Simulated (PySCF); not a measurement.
Q: Give a PBE0-D3(BJ)/def2-SVP geometry of InChI=1S/C6H7FO2/c1-2-5-3-9-6(7)4-8-5/h3-4H,2H2,1H3.

A: 
```
atom  x, y, z in Å
C1    -2.2272    0.3026   -0.6909
C2    -1.4716   -0.4140    0.4231
C3     0.0045   -0.2575    0.3127
C4     0.8655   -1.2665    0.1465
O5     2.2394   -1.0985    0.0392
C6     2.5983    0.1978    0.0638
F7     3.8936    0.3349   -0.0910
C8     1.7690    1.2275    0.2177
O9     0.4080    1.0503    0.3796
H10   -3.3139    0.2041   -0.5538
H11   -1.9652   -0.1153   -1.6748
H12   -1.9787    1.3735   -0.7018
H13   -1.7119   -1.4877    0.4343
H14   -1.7818   -0.0069    1.4016
H15    0.5643   -2.3093    0.0853
H16    2.1004    2.2624    0.2262
```

Orientation and origin are arbitrary. Atoms count from 1 in this order. The 4 C–C bonds span 1.331 Å (C6=C8, drawn double) to 1.525 Å (C1–C2, drawn single), a spread of 0.194 Å. The 6-membered ring C3–C4–O5–C6–C8–O9 has internal angles of 112.3° to 125.5°; it is almost planar, 0.01 Å rms from its mean plane, widest ring torsion 3°. Of the pairs four or more bonds apart, O9···H12 is among the closest relative to their van der Waals radii: 2.64 Å, 97 % of the sum of Bondi's values. The 4 C–O bonds span 1.345 Å (O5–C6, drawn single) to 1.388 Å (C4–O5, drawn single), a spread of 0.043 Å.

Bonds between heavy atoms (Å): C1–C2 1.525, C2–C3 1.489, C3=C4 1.337, C4–O5 1.388, O5–C6 1.345, C6–F7 1.312, C6=C8 1.331, C8–O9 1.382, C3–O9 1.370.

Method used: PBE0-D3(BJ)/def2-SVP geometry optimisation, gas phase in PySCF.

Point group: C1 (no symmetry element, even within 0.4 Å). No PBE0-D3(BJ)/def2-SVP frequencies stand behind this structure, so it isn't proved a minimum. One conformer, not necessarily the lowest (C1–C2–C3–C4 -119°).
